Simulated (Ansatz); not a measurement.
Consider the isomerisation: `C1C[SiH2]N1` → `N/C=C/[SiH3]`.

Isolated molecules relaxed with PBE0-D4/def2-TZVP in Ansatz; ΔE leaves out vibrations. CCSD(T)/CBS adds triple-zeta CCSD(T) − MP2 to the extrapolated MP2 energy (def2 sets, frozen cores). Functionals use def2-TZVPP. HSE06 is defined as in plane-wave codes. One conformer a species, not always the lowest.

```tsv
level	ΔE (kcal/mol)
LDA (SPW92)	11.2
PBE0	10.6
HSE06	10.6
CAM-B3LYP	8.7
LC-ωPBE	14.5
CCSD/def2-TZVPP	11.0
HF/def2-QZVPP	7.3
CCSD/CBS(def2)	11.4
```

(1) What does CCSD(T)/CBS give? (Estimate.)

(2) What do rigid-rotor, harmonic-oscillator terms from PBE0-D4/def2-TZVP frequencies (298.15 K, 1 bar) make of the CCSD(T)/CBS value? (An estimate is asked.)

Largest T1 diagnostic among the species: 0.012.

Results:

(1) Computed: +10.8 kcal/mol. The listed levels differ from it by 0.4, -0.2, -0.2, -2.1, 3.7, 0.2, -3.5, 0.6 kcal/mol.

(2) Computed: ΔZPE = -2.2 kcal/mol, ΔH = +9.2 kcal/mol, ΔS = 16 J/(mol·K), ΔG = +8.1 kcal/mol.

From r2SCAN to r2SCAN0 (25 % exact exchange), in def2-TZVPP and without D4, ΔE moves by +2.3 kcal/mol. In def2-TZVPP, CCSD(T) changes the Hartree–Fock value by +3.3 kcal/mol (the triples alone add −0.6 kcal/mol) and MP2 by +5.1 kcal/mol. At CCSD(T), def2-SVP lies −3.4 kcal/mol from the extrapolated value and def2-TZVPP −0.3 kcal/mol.
